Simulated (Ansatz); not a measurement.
Reactions of C₈H₁₈ (`CCC(C)C(C)CC`).

Computed with Ansatz on PBE0-D4/def2-TZVP structures; ΔE is electronic, products minus reactants. CCSD(T)/CBS is the MP2 limit (def2-TZVPP, def2-QZVPP) plus CCSD(T) − MP2 in def2-TZVPP, frozen cores. This one scheme is used for every species. Functionals use def2-TZVPP. For K outer-core shells are correlated without core-valence functions, which leaves a few kJ/mol of doubt a bond. Scalar relativity is left out up to krypton. One conformer a species, not always the lowest.

```csv
reaction,MP2/CBS(def2) (eV),PBE-D4 (eV)
`CC[C@@H](C)[C@H](C)CC` + H₂ → `CCC(C)C(C)C` + CH₄,-0.67,-0.72
`CC[C@@H](C)[C@H](C)CC` → `CCCC(C)CCC`,0.02,-0.01
`CC[C@@H](C)[C@H](C)CC` → `CCCC(CC)CC`,0.05,0.02
`CC[C@@H](C)[C@H](C)CC` + `NBN` → `CCNBN` + `CCC(C)CC`,0.38,0.25
`CC[C@@H](C)[C@H](C)CC` → `CCCCC(C)(C)C`,-0.12,-0.09
`CC[C@@H](C)[C@H](C)CC` + `[SH][K]` → `C[S][K]` + `CCC(C)C(C)C`,0.42,0.35
`CC[C@@H](C)[C@H](C)CC` + `C[SiH](O)F` → `CCO[SiH](C)F` + `CCC(C)CC`,0.56,0.39
`CC[C@@H](C)[C@H](C)CC` + `O[Si](O)(O)S` → `CCS[Si](O)(O)O` + `CCC(C)CC`,0.10,0.02
`CC[C@@H](C)[C@H](C)CC` + H₂ → `CCCC(C)CC` + CH₄,-0.65,-0.73
```

**Question.** Give the CCSD(T)/CBS values in the same order. (Best estimate.)

**Answer.** Ansatz gave: -0.71, 0.00, 0.03, 0.33, -0.11, 0.43, 0.48, 0.10, -0.70 eV.

Largest T1 diagnostic: 0.011, for `O[Si](O)(O)S`.
